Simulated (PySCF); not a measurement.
**SMILES FC(c1cpc(C)s1)(F)F, C5H4F3PS**

Geometry:
| atom | x (Å) | y (Å) | z (Å) |
| --- | --- | --- | --- |
| C1 | 2.835 | 0.325 | 0.146 |
| C2 | 1.415 | -0.111 | 0.020 |
| P3 | 0.923 | -1.733 | -0.274 |
| C4 | -0.789 | -1.317 | -0.262 |
| C5 | -1.113 | -0.014 | -0.057 |
| C6 | -2.511 | 0.500 | 0.005 |
| F7 | -2.603 | 1.806 | -0.283 |
| F8 | -3.063 | 0.345 | 1.226 |
| F9 | -3.323 | -0.143 | -0.850 |
| S10 | 0.185 | 1.091 | 0.185 |
| H11 | 3.068 | 1.108 | -0.575 |
| H12 | 3.032 | 0.722 | 1.142 |
| H13 | 3.497 | -0.520 | -0.029 |
| H14 | -1.555 | -2.060 | -0.418 |

Computed with GIAO LC-wPBE/pcSseg-1 magnetisability, rotational g tensor and spin-rotation constants, non-relativistic, gas phase (PySCF). Geometry: GFN2-xTB.

Question: Give the nuclear spin-rotation constants along the inertial axes (H = +C I·J) beside the isotropic shieldings.

Answer: Rotational constants 2.0437, 0.6488, 0.5402 GHz. A star marks the isotopologue with that one atom substituted, in its own axes.
| atom | isotope | Caa (kHz) | Cbb (kHz) | Ccc (kHz) | mean (kHz) | σ (ppm) |
| --- | --- | --- | --- | --- | --- | --- |
| P3 | 31P | 5.814 | 1.448 | 0.832 | 2.698 | 66.9 |
| F7 | 19F | 2.953 | 0.618 | 0.693 | 1.421 | 256.8 |
| F8 | 19F | 3.046 | 0.884 | 0.666 | 1.532 | 233.3 |
| F9 | 19F | 2.755 | 0.786 | 0.663 | 1.402 | 250.6 |
| H11 | 1H | -0.209 | -0.034 | -0.013 | -0.085 | 28.9 |
| H12 | 1H | -0.206 | -0.042 | -0.007 | -0.085 | 28.9 |
| H13 | 1H | -0.009 | -0.037 | -0.060 | -0.035 | 28.6 |
| H14 | 1H | -0.073 | 0.043 | -0.062 | -0.030 | 23.3 |
| C1 | 13C* | 0.271 | 0.098 | 0.070 | 0.146 | 170.7 |
| C2 | 13C* | 1.462 | 0.272 | 0.085 | 0.607 | -21.6 |
| C4 | 13C* | 0.878 | 0.319 | 0.073 | 0.423 | 30.8 |
| C5 | 13C* | 1.016 | 0.226 | 0.107 | 0.449 | 33.5 |
| C6 | 13C* | 0.657 | 0.188 | 0.162 | 0.336 | 57.9 |
| S10 | 33S* | 0.816 | 0.318 | 0.182 | 0.439 | 172.8 |

For the geometry as given, no vibrational averaging.
